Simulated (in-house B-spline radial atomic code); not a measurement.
## Si³⁺: [He] 2s1 2p6 3s1 3p1 (with a hole in an inner shell)

Level of theory: Dirac-Kohn-Sham relativistic LDA, spherical fractional occupations, Fermi nucleus of rms radius 3.1224 fm; calculated with a radial B-spline atomic code at the basis-set limit.

Z_r = [3n² - l(l+1)]/(2<r>); Z_e = n√(-2ε); the last column is Slater's effective charge. Values are occupation-weighted means over j.

```csv
shell,electrons,ε (eV),<r> (bohr),Z_r,Z_e,Slater
1s,2,-1841.4,0.1116,13.44,11.63,13.70
2s,1,-194.26,0.5557,10.80,7.56,10.20
2p,6,-152.05,0.5158,9.69,6.69,10.20
3s,1,-44.474,1.729,7.81,5.42,5.70
3p,1,-35.245,1.877,6.66,4.83,5.70
```

The least bound orbital is 3p3/2 at -35.22 eV, and it is also the most diffuse (<r> = 1.878 bohr). The part-filled 2s shell lies below the filled 2p shell in orbital energy.

Spin-orbit splittings of the orbital energies (j = l + 1/2 above j = l - 1/2 when positive): 2p 0.6947 eV, 3p 0.08103 eV.

For the 1s electron the small component carries 0.244 % of the norm, the zero-frequency Breit interaction raises the level by 1.103 eV, self-energy by 0.4752 eV, and vacuum polarisation lowers it by 0.0295 eV.
